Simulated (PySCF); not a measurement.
**Simulated absorption spectrum**

C4H6F2O.
SMILES: `CO/C=C/C(F)F`

Theory: PySCF 2.14.0, density-fitted response routines, TDDFT PBE0/def2-SVPD, vertical, gas phase, core orbitals frozen in the response. One conformer (not necessarily the lowest) at the GFN2-xTB geometry, without solvent, vibrations or thermal averaging. Torsions of this conformer, `[CH3:1][O:2]/[CH:3]=[CH:4]/[CH:5]([F:6])[F:7]`: C1–O2–C3–C4 -2°, C3–C4–C5–F6 21°.

Computed states:

| state | E (eV) | f |
| --- | --- | --- |
| S1 | 6.75 | 0.031 |
| S2 | 6.84 | 0.348 |
| S3 | 7.11 | 0.021 |
| S4 | 7.58 | 0.0042 |
| S5 | 8.03 | 0.0018 |
| S6 | 8.06 | 0.0021 |

Broadening: Gaussians 0.5 eV wide at half height, area fixed by f = 4.319×10⁻⁹ ∫ε dν̃. The cross-section is σ = 3.8235×10⁻²¹ ε cm², given in Mb (10⁻¹⁸ cm²). The width is an assumption, not a result. The curve ends short of the highest state used, and states not computed would add to its high-energy end.

Question: Give the broadened spectrum and its maxima.

Answer: 
```json
{"λ (nm)": "166.2", "σ (Mb)": "2.85"}
{"λ (nm)": "167.6", "σ (Mb)": "4.56"}
{"λ (nm)": "169.0", "σ (Mb)": "7.49"}
{"λ (nm)": "170.4", "σ (Mb)": "12.13"}
{"λ (nm)": "171.8", "σ (Mb)": "18.90"}
{"λ (nm)": "173.2", "σ (Mb)": "27.92"}
{"λ (nm)": "174.5", "σ (Mb)": "38.04"}
{"λ (nm)": "175.9", "σ (Mb)": "49.98"}
{"λ (nm)": "177.3", "σ (Mb)": "61.64"}
{"λ (nm)": "178.7", "σ (Mb)": "71.38"}
{"λ (nm)": "180.1", "σ (Mb)": "77.69"}
{"λ (nm)": "181.5", "σ (Mb)": "79.61"}
{"λ (nm)": "182.9", "σ (Mb)": "76.94"}
{"λ (nm)": "184.3", "σ (Mb)": "70.29"}
{"λ (nm)": "185.7", "σ (Mb)": "60.83"}
{"λ (nm)": "187.1", "σ (Mb)": "49.97"}
{"λ (nm)": "188.4", "σ (Mb)": "39.81"}
{"λ (nm)": "189.8", "σ (Mb)": "29.76"}
{"λ (nm)": "191.2", "σ (Mb)": "21.26"}
{"λ (nm)": "192.6", "σ (Mb)": "14.54"}
{"λ (nm)": "194.0", "σ (Mb)": "9.53"}
{"λ (nm)": "195.4", "σ (Mb)": "6.01"}
{"λ (nm)": "196.8", "σ (Mb)": "3.65"}
{"λ (nm)": "198.2", "σ (Mb)": "2.13"}
{"λ (nm)": "199.6", "σ (Mb)": "1.21"}
{"λ (nm)": "200.9", "σ (Mb)": "0.69"}
{"λ (nm)": "202.3", "σ (Mb)": "0.37"}
{"λ (nm)": "203.7", "σ (Mb)": "0.19"}
{"λ (nm)": "205.1", "σ (Mb)": "0.09"}
{"λ (nm)": "206.5", "σ (Mb)": "0.05"}
```

Maxima: 181 nm (6.84 eV), ε about 21000, made up of S2 (90%) (ε in L mol⁻¹ cm⁻¹; maxima over ε = 5, shares over 10%).

Question: What would ε be at 6.84 eV, the highest of these maxima, with half the width (0.25 eV)?

Answer: About 40000 L mol⁻¹ cm⁻¹ against 20800, a factor of about 1.9; a lone state at its own centre would give exactly 2.

Question: Coming from long wavelengths, where does ε first pass 100 L mol⁻¹ cm⁻¹?

Answer: At about 202 nm (6.13 eV), 0.62 eV below S1.

Question: On this curve, what absorbance would a 10⁻⁵ mol/L sample give at 193 nm over a 1 cm path?

Answer: 193 nm is 6.424 eV, where ε is about 3400 L mol⁻¹ cm⁻¹, so A = ε c l ≈ 0.034 (Beer–Lambert, with the gas-phase spectrum and the assumed width).
